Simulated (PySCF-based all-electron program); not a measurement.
Values are calculated unless marked as measured or tabulated.
**Forces on CH4Te, singlet in several shapes**

Method: all-electron DFT (in-house code on PySCF), basis-limit composite values; Koelling–Harmon scalar relativity, no spin–orbit coupling, spin-restricted. Forces are good to about 0.029 eV/Å. In part, the full relativistic part was added along one bond alone. Atoms are numbered as listed.

Shape A:

```csv
atom,x (Å),y (Å),z (Å)
Te,0.0000,0.0000,0.0000
C,0.0000,0.0000,2.1688
H,1.0287,-0.0222,2.5359
H,-0.5336,0.8797,2.5360
H,-0.5256,-0.9105,2.4719
H,0.8354,1.4475,-0.0831
```

PBE forces:

```tsv
atom	Fx	Fy	Fz (eV/Å)
Te1	0.009	0.015	0.050
C2	0.003	0.006	-0.032
H3	-0.008	-0.008	-0.001
H4	-0.003	-0.011	-0.001
H5	-0.001	-0.002	0.007
H6	0.000	0.000	-0.024
```

Shape B:

```xyz
6

Te    0.0000    0.0000    0.0000
C     0.0000    0.0000    2.3857
H     1.0287   -0.0222    2.7528
H    -0.5336    0.8797    2.7529
H    -0.5256   -0.9105    2.6888
H     0.8354    1.4475   -0.0831
```

Against shape A, Te1–C2 goes from 2.169 to 2.386 Å.

Task: What forces does PBE give in shape B?

Result: 

```tsv
atom	Fx	Fy	Fz (eV/Å)
Te1	-0.004	-0.007	1.810
C2	-0.022	-0.038	-1.123
H3	0.067	0.017	-0.249
H4	-0.018	0.067	-0.249
H5	-0.020	-0.035	-0.226
H6	-0.003	-0.004	0.038
```

Shape C:

```xyz
6

Te    0.0000    0.0000    0.0000
C     0.0000    0.0000    1.9519
H     1.0287   -0.0222    2.3190
H    -0.5336    0.8797    2.3191
H    -0.5256   -0.9105    2.2550
H     0.8354    1.4475   -0.0831
```

Against shape A, Te1–C2 goes from 2.169 to 1.952 Å.

Task: What forces does PBE give in shape C?

Result: 

| atom | Fx | Fy | Fz (eV/Å) |
| --- | --- | --- | --- |
| Te1 | 0.021 | 0.036 | -4.446 |
| C2 | 0.026 | 0.045 | 3.570 |
| H3 | -0.096 | -0.040 | 0.352 |
| H4 | 0.013 | -0.103 | 0.351 |
| H5 | 0.018 | 0.031 | 0.308 |
| H6 | 0.018 | 0.030 | -0.136 |
